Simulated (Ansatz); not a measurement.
Cost and result for the atomization energy of `COB[SiH3]` (11 atoms, 10 bonds).

```csv
atom,x (Å),y (Å),z (Å)
C1,1.702,0.361,1.229
O2,0.485,-0.172,0.739
B3,-0.070,0.236,-0.411
Si4,-1.816,-0.596,-1.012
H5,2.423,-0.452,1.336
H6,1.521,0.802,2.211
H7,2.100,1.120,0.551
H8,0.489,1.091,-1.056
H9,-2.862,0.460,-1.141
H10,-1.650,-1.207,-2.363
H11,-2.323,-1.644,-0.084
```

Total charge 0; spin multiplicity 1. Geometry: relaxed with PBE0-D4/def2-TZVP. It is one conformer, not always the lowest. Program: Ansatz. All runs use 2 threads of an Intel Xeon Platinum 8488C on a shared host. Times are those of one run each, without the atoms' runs, and a repeat can differ threefold. Electronic energies, without spin–orbit coupling; frozen cores. CCSD(T)/CBS adds CCSD(T) − MP2 in def2-TZVPP to the MP2 limit, and its time is that of the two runs behind it. T1 = 0.014. B3LYP takes the VWN-RPA correlation (the form of Gaussian; ORCA's B3LYP/G). HSE06 is the plane-wave form, built on full-range PBE exchange.

CCSD(T)/CBS is a level of theory with its own doubt, some kJ/mol a heavy atom from the limit and from the frozen cores, so smaller differences don't rank the functionals.

| level | functions | wall time |
| --- | --- | --- |
| LDA (SPW92)/def2-TZVPP | 233 | 1.1 s |
| BHLYP-D4/def2-TZVPP | 233 | 2.2 s |
| PBE-D4/def2-TZVPP (with forces) | 233 | 2.5 s |
| PBE0-D4/def2-TZVPP | 233 | 2.6 s |
| HSE06-D4/def2-TZVPP | 233 | 2.6 s |
| CCSD(T)/def2-SVP | 95 | 3.3 s |
| PBE-QIDH/def2-TZVPP | 233 | 4.2 s |
| B3LYP-D4/def2-TZVPP (with forces) | 233 | 4.3 s |
| B2PLYP/def2-TZVPP | 233 | 4.4 s |
| ωB97M-V/def2-TZVPP (with forces) | 233 | 9.5 s |
| MP2/def2-QZVPP | 451 | 19 s |
| CCSD(T)/def2-TZVPP | 233 | 3.2 min |
| CCSD(T)/CBS(def2) | – | 3.5 min |

(1) What atomization energy does each give, and how far from CCSD(T)/CBS? (An estimate is asked.)

Answers

(1) The calculation gave: 
```
                            level  atomization (kJ/mol)  difference from CCSD(T)/CBS  per bond
           LDA (SPW92)/def2-TZVPP                4361.3                        498.0      49.8
              BHLYP-D4/def2-TZVPP                3794.9                        -68.4      -6.8
  PBE-D4/def2-TZVPP (with forces)                3903.5                         40.2       4.0
               PBE0-D4/def2-TZVPP                3856.3                         -7.0      -0.7
              HSE06-D4/def2-TZVPP                3858.8                         -4.5      -0.4
                 CCSD(T)/def2-SVP                3684.1                       -179.2     -17.9
              PBE-QIDH/def2-TZVPP                3835.0                        -28.3      -2.8
B3LYP-D4/def2-TZVPP (with forces)                3878.1                         14.8       1.5
                B2PLYP/def2-TZVPP                3834.2                        -29.1      -2.9
 ωB97M-V/def2-TZVPP (with forces)                3877.9                         14.6       1.5
                   MP2/def2-QZVPP                3853.9                         -9.4      -0.9
               CCSD(T)/def2-TZVPP                3776.8                        -86.5      -8.6
                CCSD(T)/CBS(def2)                3863.3                          0.0       0.0
```

From BLYP to BHLYP (50 % exact exchange), in def2-TZVPP and without D4, the atomization energy moves by −46.4 kJ/mol: exact exchange takes away binding that semilocal exchange gives to molecules. Leaving LDA and LC-ωPBE aside and taking each functional with its dispersion term where it has one, the values spread over 108.6 kJ/mol, from BHLYP-D4 to PBE-D4. LDA lies +474.4 kJ/mol from PBE without D4, its usual overbinding. In def2-TZVPP, CCSD(T) changes the Hartree–Fock value by +849.0 kJ/mol (the triples alone add +42.7 kJ/mol) and MP2 by +874.8 kJ/mol; breaking electron pairs costs correlation energy, which Hartree–Fock lacks.
